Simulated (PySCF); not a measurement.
## Radial density of Rh (rhodium, neutral)

UHF, [Kr] 4d9, 2D determinant (an excited configuration). Computed with PySCF 2.14 in aug-cc-pVTZ-DK (9s8p6d3f2g, 102 functions), with the spin-free X2C one-electron Hamiltonian (Gaussian nucleus).

```csv
r (bohr),4πr²ρ (e/bohr),4πr²(ρα − ρβ)
0.0268,56.33,-0.0009
0.0450,48.55,-0.0003
0.0757,63.94,0.0090
0.127,65.68,0.0749
0.214,47.23,0.1873
0.360,52.86,0.0725
0.606,16.37,0.1217
1.02,15.48,0.8171
1.72,5.881,0.5367
2.88,0.9997,0.0367
4.85,0.08374,-0.0162
8.16,0.001516,-0.0008
```

Densities and radii are taken from the X2C orbitals without a picture-change correction, which distorts them close to the nucleus.

⟨S²⟩ = 0.85 against 0.75 shows spin contamination.

Problem. Where is the radial spin density 4πr²(ρα − ρβ) most negative, and why is it negative at all?

Solution. Around r = 4.85 bohr, down to -0.0162 e/bohr: exchange with the open shell polarises the paired shells in an unrestricted calculation.
